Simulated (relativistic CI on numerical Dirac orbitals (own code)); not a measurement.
## W2+: 5p photoemission

Computed with this model: Dirac-Coulomb-Breit CI, KLI orbitals optimised for each configuration, QED by a radiative potential, valence Slater integrals scaled by 0.8, multiplet model of photoemission in the sudden approximation; configurations [Xe] 4f14 5d4 → [Kr] 4d10 4f14 5s2 5p5 5d4; 300 K; Lorentzian 1.5 eV and Gaussian 0.6 eV FWHM. Energies are those of the free ion, without screening or charge transfer. The energies are binding energies and can lie tens of eV above those of solids. S is read from ⟨S²⟩ = S(S + 1).

Field parameters in Wybourne normalisation: D3d B²₀ = −7Dσ, B⁴₀ = −14Dq − 21Dτ, B⁴₃ = −14√(10/7) Dq; Oh B⁴₀ = 21Dq, B⁴₄ = √(5/14) B⁴₀. The field is a parameter set, without covalency.

free ion: ground-state S = 1.86, centroid 66.69 eV. Peaks (eV, height): 61.0 (100), 65.6 (21), 70.4 (11), 76.2 (19), 78.2 (37).

D3d, 10Dq = 9100, Dσ = -970, Dτ = -310 cm⁻¹: ground-state S = 1.67, centroid 66.74 eV. Peaks (eV, height): 61.0 (100), 66.0 (20), 70.2 (10), 78.0 (26).

D3d, 10Dq = 31900, Dσ = -150, Dτ = 480 cm⁻¹: ground-state S = 0.99, centroid 66.97 eV. Peaks (eV, height): 61.6 (100), 71.4 (13), 75.0 (39), 79.2 (9).

Oh, 10Dq = 22300 cm⁻¹: ground-state S = 1.06, centroid 66.90 eV. Peaks (eV, height): 61.6 (100), 74.6 (36), 77.6 (16).

Strongest unbroadened transitions for free ion:

| Energy (eV) | Relative strength |
| --- | --- |
| 60.89 | 100.0 |
| 61.48 | 1.5 |
| 62.43 | 12.8 |
| 62.57 | 13.9 |
| 62.89 | 3.1 |
| 65.57 | 11.9 |
| 66.58 | 3.4 |
| 67.17 | 7.0 |
| 67.77 | 2.0 |
| 68.54 | 1.9 |
| 70.28 | 4.1 |
| 71.16 | 3.9 |
| 75.13 | 4.8 |
| 76.04 | 10.2 |
| 76.87 | 1.7 |
| 78.19 | 35.0 |
| 79.68 | 1.9 |
| 80.30 | 4.0 |
